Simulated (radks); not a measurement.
Problem. Yb15+, configuration [Kr] 4d10 4f9. Method: Dirac Kohn-Sham, PBE, spin-unpolarised, spherical densities, finite nucleus; open shells are shared between the two j in proportion to 2j + 1; Fermi nuclear charge, rms radius 5.3108 fm; computed with a radial shooting solver on a logarithmic mesh with Libxc functionals.

Spin-orbit splittings of the eigenvalues, e(l+1/2) - e(l-1/2), with zeta = 2 splitting/(2l+1) and mean radii in bohr:

| shell | occ. | splitting (eV) | zeta (eV) | <r> j=l-1/2 | <r> j=l+1/2 |
|---|---|---|---|---|---|
| 2p | 6 | 1047 | 698.1 | 0.06872 | 0.07622 |
| 3p | 6 | 222.4 | 148.3 | 0.2060 | 0.2200 |
| 3d | 10 | 48.60 | 19.44 | 0.1934 | 0.1977 |
| 4p | 6 | 52.08 | 34.72 | 0.4884 | 0.5181 |
| 4d | 10 | 9.839 | 3.936 | 0.5336 | 0.5432 |
| 4f | 9 | 1.905 | 0.5444 | 0.5798 | 0.5845 |
| 5p | 0 | 13.09 | 8.724 | 1.045 | 1.092 |
| 5d | 0 | ? | ? | 1.198 | 1.212 |

Estimate the 5d splitting.

Solution. 2.413 eV (zeta = 0.9653 eV).
